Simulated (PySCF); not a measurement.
Working out the ionisation energy of Pd²⁺

Pd²⁺ [Kr] 4d8 (3F) → Pd³⁺ [Kr] 4d7 (4F). All numbers are calculated (PySCF 2.14, a scalar-relativistic core potential, in aug-cc-pVDZ-PP with ECP28MDF (5s5p4d2f, 54 functions)). Frozen: 4s2 4p6. Energies in hartree (1 hartree = 27.21139 eV):

```tsv
part	Pd²⁺ (lower)	Pd³⁺ (upper)
UHF	-125.737956	-124.594165
CCSD correlation	-0.167512	-0.120073
(T)	-0.002219	-0.000953
```

Task: What does Hartree-Fock give?

Result: (-124.594165) − (-125.737956) = 1.143791 hartree = 31.124 eV.

Task: What do CCSD and CCSD(T) give?

Result: The CCSD correlation energies differ by 0.047439 hartree = 1.291 eV and the triples by 0.001266 hartree = 0.034 eV, so CCSD gives 32.415 eV and CCSD(T) 32.449 eV.

Reference: 32.93 eV (semi-empirical (NIST evaluation); NIST Atomic Spectra Database, ionization energies), between the lowest levels; spin-orbit coupling is absent from the calculation.

A double-zeta basis recovers only part of the correlation energy.

What remains against the reference includes basis incompleteness, the frozen core and higher excitations.
